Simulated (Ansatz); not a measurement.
Wavefunction ladder for CH3BFNO (`FC1NBO1`)

```xyz
8

F    -1.667    0.990    0.381
C    -0.829   -0.018    0.059
N     0.340    0.380   -0.662
B     1.059   -0.191    0.413
O    -0.084   -0.459    1.178
H    -1.428   -0.822   -0.378
H     0.417    0.559   -1.645
H     2.193   -0.438    0.655
```

Total charge 0; spin multiplicity 1. The structure was optimised at the PBE0-D4/def2-TZVP level. Frozen core, restricted reference, Ansatz. CBS rows extrapolate triple and quadruple zeta; past MP2 they add the triple-zeta difference.

```json
{"basis": "def2-SVP", "HF (Eh)": "-292.87130", "MP2 corr.": "-0.73867", "CCSD corr.": "-0.76579", "(T)": "-0.02076", "CCSD(T) total": "-293.65785"}
{"basis": "def2-TZVPP", "HF (Eh)": "-293.22377", "MP2 corr.": "-0.93915", "CCSD corr.": "-0.95526", "(T)": "-0.03692", "CCSD(T) total": "-294.21595"}
{"basis": "def2-QZVPP", "HF (Eh)": "-293.23716", "MP2 corr.": "-1.01384", "CCSD corr.": "–", "(T)": "–", "CCSD(T) total": "–"}
{"basis": "CBS(def2)", "HF (Eh)": "-293.23901", "MP2 corr.": "-1.06916", "CCSD corr.": "-1.08527", "(T)": "as TZ", "CCSD(T) total": "-294.36120"}
```
